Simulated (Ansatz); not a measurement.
GaH2(CN) (CH2GaN). The state is a triplet with charge 0. Geometry PBE-D4/def2-TZVP, that of the neutral singlet; atoms count from 1.

```xyz
5

Ga    0.498   -0.443   -0.327
H     1.851    0.228   -0.724
H     0.063   -1.928   -0.534
C    -0.815    0.722    0.536
N    -1.597    1.420    1.050
```

At PBE0-D4/def2-TZVP a singlet of charge 0 lies 4.74 eV below the triplet at the same geometry.

Q: Estimate the Mulliken populations from the PBE0/def2-TZVP orbitals of Ansatz.

A: 
| atom | charge (e) | spin (α − β) |
| --- | --- | --- |
| Ga1 | -0.06 | 1.02 |
| H2 | 0.10 | 0.29 |
| H3 | 0.10 | 0.29 |
| C4 | -0.13 | -0.04 |
| N5 | -0.02 | 0.43 |
Mulliken values and Mayer orders depend strongly on the basis.

Q: Where does the spin sit?

A: Summed by element: Ga 1.02, H 0.59, C -0.04, N 0.43, of 2 unpaired in all. Largest on single atoms: Ga1 1.02, N5 0.43, H2 0.29.

Q: And the Mayer bond orders between bonded heavy atoms (over 0.3)?

A: Ga1–C4 1.06 (1.96 Å); C4–N5 2.60 (1.17 Å).
